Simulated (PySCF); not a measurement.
C5H14N2Si.
Numbering: `[CH3:1][CH:2]([CH3:3])[N:4]1[CH2:5][CH2:6][NH:7][SiH2:8]1`

Cartesian coordinates in Å at the PBE0-D3(BJ)/def2-SVP level; atoms count from 1:
```
atom  x, y, z in Å
C1    -1.8994   -1.1973    0.2346
C2    -1.2343    0.1432    0.5485
C3    -1.9879    1.2971   -0.0975
N4     0.1613    0.1870    0.1639
C5     1.1020   -0.6240    0.9136
C6     2.4994   -0.2545    0.4209
N7     2.3802   -0.0752   -1.0166
Si8    0.8068    0.5446   -1.4164
H9    -1.9129   -1.3734   -0.8534
H10   -2.9380   -1.2229    0.5998
H11   -1.3603   -2.0341    0.7042
H12   -1.2758    0.2919    1.6462
H13   -3.0375    1.3168    0.2308
H14   -1.5216    2.2601    0.1560
H15   -1.9941    1.1978   -1.1975
H16    1.0076   -0.4248    1.9969
H17    0.9354   -1.7123    0.7682
H18    2.8406    0.6638    0.9422
H19    3.2142   -1.0575    0.6705
H20    3.2301    0.1927   -1.4967
H21    0.7331    2.0039   -1.7618
H22    0.1794   -0.1773   -2.5737
```

NICS is the negative of the GIAO shielding at a point without a nucleus: at the ring centre (0) and 1 Å above and below it (1); zz is the component along the ring normal. Level: GIAO KT2/pcSseg-1 (PySCF, non-relativistic, gas phase) on the PBE0-D3(BJ)/def2-SVP geometry, one conformer.

Ring bond lengths (Å): N4–C5 1.451, C5–C6 1.527, C6–N7 1.453, N7–Si8 1.738, Si8–N4 1.744.

**Question.** Give the NICS values of each ring in ppm.

**Answer.** 
```
           ring                                                      type  NICS(0)  NICS(1), two faces  NICS(1)zz, two faces  rms pucker (Å)  centre to ring atoms, mean (Å)
N4–C5–C6–N7–Si8  5-membered ring with 2 N and Si; formal bonds all single     -7.9         -3.1 / -2.8           -2.5 / -2.8            0.15                            1.33
```

**Question.** What can be read from them?

**Answer.** 
- N4–C5–C6–N7–Si8: mean NICS(1)zz -2.7 ppm, near zero. C5, C6, Si8 have four or more neighbours; no verdict on aromaticity is drawn.

**Question.** List the ring angles.

**Answer.** 
- N4–C5–C6–N7–Si8: N4 110.1°, C5 106.9°, C6 105.9°, N7 110.2°, Si8 93.1°; sum 526.2° against 540° for a flat convex ring.

**Question.** How do the values depend on the level or the medium?

**Answer.** 
```csv
level,"NICS(0), N4–C5–C6–N7–Si8","mean NICS(1)zz, N4–C5–C6–N7–Si8"
"KT2/pcSseg-1, gas",-7.9,-2.7
"PBE0/pcSseg-1, gas",-8.0,-2.3
"PBE0/pcSseg-1, IEF-PCM acetonitrile",-8.0,-2.4
"PBE0/pcSseg-1, IEF-PCM cyclohexane",-8.0,-2.3
```

The geometry is the same throughout; the continuum's cavity takes Bondi-type radii × 1.2.
